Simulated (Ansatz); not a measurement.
`C=COCCCl` + `[ZnH2]` → `Cl[CH2][ZnH]` + `C=COC`  (formal exchange of groups at a C–C bond)

Isolated molecules relaxed with PBE0-D4/def2-TZVP in Ansatz; ΔE leaves out vibrations. CCSD(T)/CBS adds triple-zeta CCSD(T) − MP2 to the extrapolated MP2 energy (def2 sets, frozen cores). DFT in def2-TZVPP. B3LYP here is the variant with VWN-RPA as its local correlation; programs differ in this. For Zn outer-core shells are correlated without core-valence functions, which leaves a few kJ/mol of doubt a bond. Scalar relativity is left out up to krypton. Each species was taken in one conformer, which may not be the lowest.

`C=COCCCl`:

Z-matrix (Å, degrees):
```
C
C 1 1.508
O 1 1.410 2 106.6
H 1 1.096 2 110.5 3 120.1
H 1 1.096 2 110.5 3 -120.1
Cl 2 1.776 1 109.5 3 -180.0
H 2 1.089 1 111.1 3 -61.0
H 2 1.089 1 111.1 3 61.0
C 3 1.347 1 116.6 2 179.9
C 9 1.329 3 127.8 1 0.1
H 9 1.084 3 110.1 1 -180.0
H 10 1.081 9 123.6 3 0.0
H 10 1.081 9 118.6 3 -180.0
```

`[ZnH2]`:

Z-matrix (Å, degrees):
```
Zn
H 1 1.544
H 1 1.544 2 180.0
```

`Cl[CH2][ZnH]`:

Cartesian coordinates in Å:
```
Cl 0.694 -0.606 1.736
C 0.232 0.516 0.400
Zn -0.508 -0.626 -1.004
H -0.473 1.231 0.823
H 1.136 1.055 0.118
H -1.080 -1.571 -2.072
```

`C=COC`:

Cartesian coordinates in Å:
```
C -0.559 -1.312 0.241
C 0.680 -0.833 0.183
O 1.069 0.432 -0.053
C 0.044 1.372 -0.268
H -1.442 -0.705 0.096
H -0.699 -2.364 0.443
H 1.547 -1.468 0.334
H 0.531 2.330 -0.441
H -0.560 1.103 -1.142
H -0.611 1.446 0.607
```

| level | ΔE (kcal/mol) | difference from CCSD(T)/CBS |
| --- | --- | --- |
| PBE-D4 | -2.9 | -0.3 |
| r2SCAN-D4 | -2.5 | 0.1 |
| PBE0-D4 | -1.9 | 0.7 |
| B3LYP-D4 | -2.2 | 0.4 |
| ωB97X-V | -1.2 | 1.4 |
| ωB97M-V | -1.6 | 1.0 |
| B2PLYP | -2.8 | -0.2 |
| PBE | -3.6 | -1.0 |
| r2SCAN | -2.8 | -0.2 |
| PBE0 | -2.5 | 0.1 |
| B3LYP | -3.2 | -0.6 |
| HF/def2-TZVPP | 0.2 | 2.8 |
| MP2/def2-TZVPP | -2.4 | 0.2 |
| SCS-MP2/def2-TZVPP | -1.9 | 0.7 |
| CCSD/def2-TZVPP | -1.4 | 1.2 |
| CCSD(T)/def2-TZVPP | -1.6 | 1.0 |
| HF/def2-QZVPP | -0.1 | 2.5 |
| MP2/def2-QZVPP | -3.1 | -0.5 |
| SCS-MP2/def2-QZVPP | -2.5 | 0.1 |
| HF/CBS(def2) | -0.1 | 2.5 |
| MP2/CBS(def2) | -3.5 | -0.9 |
| CCSD/CBS(def2) | -2.4 | 0.2 |
| CCSD(T)/CBS | -2.6 | 0 |

Largest T1 diagnostic among the species: 0.016.

From PBE to PBE0 (25 % exact exchange), in def2-TZVPP and without D4, ΔE moves by +1.1 kcal/mol. In def2-TZVPP, CCSD(T) changes the Hartree–Fock value by −1.7 kcal/mol (the triples alone add −0.2 kcal/mol) and MP2 by −2.6 kcal/mol. The D4 term adds +1.0 kcal/mol with B3LYP and +0.6 kcal/mol with PBE0; it sums over pairs of atoms, weighted by their polarisabilities, and B3LYP, whose exchange is more repulsive, gets the larger term.
